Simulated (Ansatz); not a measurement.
ClFH₄MoO₄ (`[OH][Mo]([OH])([OH])([OH])([F])[Cl]`), relaxed with RKS PBE0-D4/def2-TZVP in Ansatz from a PBE-D4/def2-SVP geometry. The force threshold is 0.005 eV/Å; the program also tests the step.

Total charge 0; spin multiplicity 1. Mo takes the def2 core potential.

Start:

```xyz
11

O    -0.992   -0.210   -1.463
Mo    0.004    0.020    0.114
O    -0.279   -1.741    0.710
O    -0.199    1.889    0.130
O     1.577    0.143    1.101
F    -1.595    0.225    1.176
Cl    1.743   -0.297   -1.590
H    -0.491   -0.360   -2.293
H    -1.164   -1.986    1.049
H    -1.067    2.266    0.376
H     2.463    0.051    0.690
```

(1) By how much does the energy fall, and how many steps does the optimiser take? (Estimate.)

(2) Which bonds change most? (Best estimate.)

(3) Give the relaxed structure. (An estimate is asked.)

Results:

(1) The calculation gave: 9.11 kJ/mol, in 12 steps, 3 of them rejected.

(2) Computed: Mo2–Cl7 from 2.455 to 2.415 Å; Mo2–O3 from 1.880 to 1.846 Å; Mo2–O4 from 1.880 to 1.846 Å; O1–Mo2 from 1.879 to 1.847 Å.

(3) Ansatz gave: 
```xyz
11

O    -0.940   -0.223   -1.528
Mo   -0.003    0.008    0.047
O    -0.335   -1.713    0.628
O    -0.254    1.837    0.060
O     1.512    0.139    1.083
F    -1.521    0.231    1.228
Cl    1.764   -0.292   -1.570
H    -0.507   -0.369   -2.376
H    -1.111   -1.897    1.169
H    -1.017    2.215    0.510
H     2.412    0.064    0.749
```
